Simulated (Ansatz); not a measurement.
Mulliken charges of C$_{2}$H$_{4}$N$_{2}$Si, SMILES `N=C1N=C[SiH2]1` from ωB97M-V/def2-TZVPP in Ansatz (PBE0-D4/def2-TZVP geometry).

```csv
atom,x (Å),y (Å),z (Å),charge (e)
N1,-0.140,2.070,0.535,-0.225
C2,0.009,0.880,0.172,-0.002
N3,0.973,0.361,-0.781,-0.143
C4,0.706,-0.902,-0.792,-0.099
Si5,-0.704,-0.858,0.462,0.253
H6,0.535,2.673,0.057,0.126
H7,1.272,-1.581,-1.425,0.116
H8,-2.075,-1.169,-0.021,-0.012
H9,-0.487,-1.520,1.776,-0.012
```

Problem. By hand: the dipole of these point charges (1 e Å = 4.8032 D).

Solution. Σ q r = (-0.110, -0.461, 0.007) e Å, of length 0.474 e Å = 2.28 D.

Problem. How does the dipole of the full density compare? (Best estimate.)

Solution. Computed: (-0.012, -0.552, -0.097) e Å, 2.69 D; the point charges give 0.85 times that, at 16° from its direction.

Point charges leave out the atoms' own dipoles, such as those of lone pairs, and Mulliken's split depends on the basis, so the two needn't agree.
